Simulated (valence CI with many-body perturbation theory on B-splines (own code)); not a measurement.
# Energy levels of As¹⁷⁺

Level of theory: relativistic CI+MBPT: six valence electrons over a frozen Dirac-Fock core [Ne], radial functions for each j: 9 s, 9 p, 8 d, 6 f, 3 g, 1 h, with the one-electron correlation potential Σ1, the two-electron term Σ2, the three-electron term Σ3, Breit, model QED; selected CI, second order for the rest, scaled by the run's own slope (own B-spline code, finite nucleus).

No measured spectrum was set against this ion. As an estimate, levels of excited configurations hold to 0.05 to 0.15 % of their energy, terms of the ground configuration to about 0.5 %. Among the levels kept, up to 1400 cm⁻¹ of a level comes from second order outside the variational space, and about a tenth of that is noise between levels of different J, which matters for small intervals.

Levels 1 to 40 of 40, with energies above the lowest level, 3s²3p⁴ ³P_2. "Leading %" is the weight of the configuration and term that name the level; weights of strongly mixed levels are sums over their largest components and can fall short. Lifetimes count E1, E2, E3, M1 and M2 decay at the calculated energies, and are blank where another channel may lead or the interval is too uncertain; long ones can be off by a factor of two.

| No. | Configuration | Term | J | E (cm⁻¹) | Leading % | g | Second component | Lifetime |
| --- | --- | --- | --- | --- | --- | --- | --- | --- |
| 1 | 3s²3p⁴ | ³P | 2 | 0 | 85 | 1.436 | 12 % 3s²3p⁴ ¹D |  |
| 2 | 3s²3p⁴ | ³P | 0 | 37025 | 73 |  | 24 % 3s²3p⁴ ¹S | 2.82 s |
| 3 | 3s²3p⁴ | ³P | 1 | 49169 | 97 | 1.500 |  | 422 μs |
| 4 | 3s²3p⁴ | ¹D | 2 | 82373 | 85 | 1.061 | 12 % 3s²3p⁴ ³P | 391 μs |
| 5 | 3s²3p⁴ | ¹S | 0 | 163100 | 72 |  | 24 % 3s²3p⁴ ³P | 50.1 μs |
| 6 | 3s3p⁵ | ³P° | 2 | 460000 | 80 | 1.499 | 18 % 3s²3p³3d ³P° | 150 ps |
| 7 | 3s3p⁵ | ³P° | 1 | 489100 | 73 | 1.463 | 18 % 3s²3p³3d ³P° | 124 ps |
| 8 | 3s3p⁵ | ³P° | 0 | 514460 | 78 |  | 19 % 3s²3p³3d ³P° | 140 ps |
| 9 | 3s3p⁵ | ¹P° | 1 | 587520 | 51 | 1.034 | 39 % 3s²3p³3d ¹P° | 61.9 ps |
| 10 | 3s²3p³3d | ⁵D° | 2 | 603890 | 77 | 1.391 | 9 % 3s²3p³3d ³D° | 1.71 ns |
| 11 | 3s²3p³3d | ⁵D° | 0 | 604220 | 89 |  | 5 % 3s²3p³3d ³P° | 1.06 ns |
| 12 | 3s²3p³3d | ⁵D° | 3 | 604280 | 77 | 1.435 | 9 % 3s²3p³3d ³D° | 4.40 ns |
| 13 | 3s²3p³3d | ⁵D° | 1 | 605840 | 91 | 1.478 |  | 703 ps |
| 14 | 3s²3p³3d | ⁵D° | 4 | 611030 | 86 | 1.466 | 10 % 3s²3p³3d ³F° | 5.73 ms |
| 15 | 3s²3p³3d | ³D° | 2 | 632290 | 39 | 1.053 | 22 % 3s²3p³3d ³F° | 1.40 ns |
| 16 | 3s²3p³3d | ³D° | 3 | 653620 | 58 | 1.286 | 17 % 3s²3p³3d ⁵D° | 44.3 ns |
| 17 | 3s²3p³3d | ³D° | 1 | 657830 | 93 | 0.538 |  | 2.44 ns |
| 18 | 3s²3p³3d | ³F° | 2 | 661830 | 54 | 0.894 | 41 % 3s²3p³3d ³D° | 2.02 ns |
| 19 | 3s²3p³3d | ¹S° | 0 | 666590 | 86 |  | 6 % 3s²3p³3d ³P° | 8.72 ns |
| 20 | 3s²3p³3d | ³F° | 3 | 669690 | 63 | 1.139 | 28 % 3s²3p³3d ³D° | 6.30 ns |
| 21 | 3s²3p³3d | ³F° | 4 | 682620 | 67 | 1.212 | 23 % 3s²3p³3d ³G° |  |
| 22 | 3s²3p³3d | ³G° | 3 | 691800 | 69 | 0.848 | 19 % 3s²3p³3d ³F° | 665 ps |
| 23 | 3s²3p³3d | ³G° | 4 | 702470 | 47 | 1.146 | 46 % 3s²3p³3d ³F° |  |
| 24 | 3s²3p³3d | ³G° | 5 | 713880 | 98 | 1.199 |  |  |
| 25 | 3s²3p³3d | ¹G° | 4 | 714510 | 76 | 1.025 | 15 % 3s²3p³3d ³G° |  |
| 26 | 3s²3p³3d | ¹D° | 2 | 731580 | 60 | 0.994 | 19 % 3s²3p³3d ³F° | 257 ps |
| 27 | 3s²3p³3d | ³D° | 1 | 732460 | 92 | 0.540 |  | 130 ps |
| 28 | 3s²3p³3d | ³P° | 0 | 748900 | 83 |  | 9 % 3s²3p³3d ¹S° | 1.23 ns |
| 29 | 3s²3p³3d | ³P° | 1 | 751200 | 78 | 1.467 | 6 % 3s²3p³3d ³S° | 60.4 ps |
| 30 | 3s²3p³3d | ³D° | 2 | 761600 | 73 | 1.135 | 10 % 3s²3p³3d ¹D° | 665 ps |
| 31 | 3s²3p³3d | ³F° | 3 | 765970 | 76 | 1.061 | 12 % 3s²3p³3d ³G° | 265 ps |
| 32 | 3s²3p³3d | ³F° | 2 | 769660 | 66 | 0.877 | 14 % 3s²3p³3d ³P° | 73.8 ps |
| 33 | 3s²3p³3d | ³F° | 4 | 784400 | 66 | 1.195 | 16 % 3s²3p³3d ¹G° | 92.1 μs |
| 34 | 3s²3p³3d | ³D° | 3 | 784860 | 67 | 1.231 | 25 % 3s²3p³3d ¹F° | 236 ps |
| 35 | 3s²3p³3d | ³P° | 2 | 788590 | 62 | 1.335 | 9 % 3s²3p³3d ³D° | 19.4 ps |
| 36 | 3s²3p³3d | ³P° | 1 | 815300 | 41 | 1.457 | 21 % 3s²3p³3d ³S° | 5.53 ps |
| 37 | 3s²3p³3d | ³P° | 2 | 818340 | 78 | 1.462 | 9 % 3s3p⁵ ³P° | 7.35 ps |
| 38 | 3s²3p³3d | ³S° | 1 | 825210 | 60 | 1.617 | 18 % 3s²3p³3d ¹P° | 6.61 ps |
| 39 | 3s²3p³3d | ³D° | 3 | 831760 | 53 | 1.193 | 31 % 3s²3p³3d ¹F° | 11.1 ps |
| 40 | 3s²3p³3d | ³D° | 3 | 844920 | 53 | 1.178 | 43 % 3s²3p³3d ¹F° | 8.80 ps |

Names give the largest LS component (configuration and term), which can be under half, so a name can repeat, a term be missing and a line seem to break the LS rules; names also repeat where a configuration has a term twice.

The ionisation energy to 3s²3p³ ⁴S°3/2 of the next ion comes out as 673.82 eV (NIST: 672.9 ± 0.9 eV (semi-empirical)). All 40 levels together are meant to be complete up to 847690 cm⁻¹.
